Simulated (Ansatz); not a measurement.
A structure relaxed at PBE0-D4/def2-TZVP, charge 0, multiplicity 1:

```
atom   x (Å)   y (Å)   z (Å)
  C1   0.454   1.751   0.363
 Si2   0.327   0.284  -0.780
  C3  -0.491  -1.190   0.104
  N4  -0.058  -2.374   0.211
  O5  -1.675  -0.870   0.667
  H6   0.911   2.603  -0.147
  H7   1.059   1.511   1.239
  H8  -0.540   2.047   0.704
  H9   1.664  -0.206  -1.212
 H10  -0.482   0.610  -1.983
 H11   0.839  -2.486  -0.250
 H12  -2.010  -1.680   1.084
```

Problem. Give its formula and SMILES.

Solution. C2H7NOSi, `C[SiH2]C(=N)O`.

Problem. Summarise the bond lengths by kind.

Solution. 2 × C–Si 1.864 to 1.903 Å; 3 × C–H 1.092 Å; 2 × H–Si 1.487 Å; 1 × C–N 1.266 Å; 1 × C–O 1.349 Å; 1 × H–N 1.015 Å; 1 × H–O 0.970 Å.

Program: Ansatz 0.2.0.
